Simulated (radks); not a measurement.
Results of a calculation; reference values are marked as such.
Task: In+, configuration [Kr] 4d7.5 5s1.5 5p3 (fractional occupations, a model configuration). Code: a radial shooting solver on a logarithmic mesh with Libxc functionals. Model: non-relativistic Kohn-Sham, PBE, spin-polarised, spherical densities, point nucleus; open shells are filled with parallel spins first (spin-orbit coupling, left out, can overturn this in heavy ions); relativity is left out, which matters for an element this heavy. Some entries of the table are withheld. Estimate them.

| orbital | occ. | eigenvalue (eV) | r(max) (bohr) |
|---|---|---|---|
| 1s up | 1 | -26824.92 | 0.02056 |
| 1s down | 1 | -26824.81 | 0.02056 |
| 2s up | 1 | -3953.056 | 0.1140 |
| 2s down | 1 | -3952.309 | 0.1140 |
| 2p up | 3 | -3693.488 | 0.08927 |
| 2p down | 3 | -3692.889 | 0.08927 |
| 3s up | 1 | -769.9046 | 0.3278 |
| 3s down | 1 | -769.4881 | 0.3278 |
| 3p up | 3 | -663.7696 | 0.3143 |
| 3p down | 3 | -663.2886 | 0.3143 |
| 3d up | 5 | -467.3261 | 0.2586 |
| 3d down | 5 | -466.6340 | 0.2587 |
| 4s up | 1 | -137.3430 | 0.7927 |
| 4s down | 1 | -134.6860 | 0.7923 |
| 4p up | 3 | -102.1499 | 0.8213 |
| 4p down | 3 | -99.4794 | 0.8209 |
| 4d up | 5 | (1) | 0.9023 |
| 4d down | 2.5 | (2) | 0.9018 |
| 5s up | 1 | -21.1369 | 2.011 |
| 5s down | 0.5 | -18.0446 | 2.002 |
| 5p up | 3 | -13.6248 | (3) |
| 5p down | 0 | -10.7222 | (4) |

Result: 
(1) 4d up eigenvalue (eV): -43.7430
(2) 4d down eigenvalue (eV): -41.0201
(3) 5p up r(max) (bohr): 2.304
(4) 5p down r(max) (bohr): 2.325
